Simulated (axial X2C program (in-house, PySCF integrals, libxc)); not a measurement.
## AuCl: from the spin-free to the two-component result

All values were computed with an in-house relativistic program for diatomic molecules. Spin-free means the one-electron spin-free X2C Hamiltonian; two-component (2c) means X2C with spin–orbit coupling and atomic mean-field two-electron Coulomb and Gaunt terms, so the difference of the two also holds small scalar two-electron terms. Basis: Au dyall-cv3z [13s14p9d6f4g], Cl dyall-av3z [9s8p3d2f] (cores contracted in-house); Gaussian nuclei, density fitting, unrestricted open shells. Masses: Au 196.967 u, Cl 34.969 u.

Spin-free state: M_S = 0, Λ = 0 (closed shell); fragments Au + Cl.

```csv
level,Re (Å),ωe (cm⁻¹),De (eV),μ (D)
PBE0,2.219,371.2,2.896,-3.75
HF,2.301,335.2,1.711,-5.61
MP2,2.193,392.6,2.929,n/a
CCSD,2.233,368.4,2.711,n/a
CCSD(T),2.229,369.2,2.807,n/a
M06,2.257,355.9,2.915,-3.93
B3LYP,2.246,354.2,2.720,-3.56
B97-3,2.246,354.3,2.829,-3.91
```

Correlated methods: 18 electrons correlated (number of frozen shells: Au 5 s, 4 p, 2 d, 1 f; Cl 2 s, 1 p), 286 virtual spin orbitals or spinors in MP2, 140 natural virtuals in coupled cluster.

Dipoles are positive if Cl is the positive end.

Two-component determinant lowest at the distance of the search:

Ω = 0 (closed shell); fragments Au + Cl.

| level | Re (Å) | ωe (cm⁻¹) | De (eV) | μ (D) |
| --- | --- | --- | --- | --- |
| PBE0 | 2.214 | 374.3 | 2.928 | -3.68 |
| HF | 2.295 | 337.9 | 1.835 | -5.53 |
| MP2 | 2.189 | 395.3 | 2.922 | n/a |
| CCSD | 2.229 | 371.0 | 2.710 | n/a |
| CCSD(T) | 2.225 | 371.8 | 2.799 | n/a |
| M06 | 2.253 | 358.5 | 2.907 | -3.87 |
| B3LYP | 2.241 | 357.4 | 2.751 | -3.49 |
| B97-3 | 2.241 | 357.4 | 2.833 | -3.84 |

(1) From the two tables, how do the constants change at the CCSD(T) level (2c against spin-free)?

The state is one determinant whose occupation by symmetry is held fixed; it was picked as the lowest of a PBE0 search that is not exhaustive. Closed shells are restricted here (equal orbitals for both partners); the stretched side of such a curve lies too high. De is counted from the lowest determinant-based energies of the atoms at the same level, without counterpoise correction. Coupled cluster ran in a truncated set of natural virtual spinors; the MP2 energy of the rest was added. (T) has no such correction and the atoms are truncated less, which lowers De at CCSD(T) by a hundredth of an eV or more. The 2c atoms are single determinants rather than J levels; their spin–orbit lowering is only partly caught, and De is too large by that part. This holds for PBE0, B3LYP. The functionals have no current-density term, which raises determinants with orbital currents, atoms included.

Results:

(1) At the CCSD(T) level Re decreases by 0.004 Å and ωe increases by 2.6 cm⁻¹; De changes by -0.008 eV.
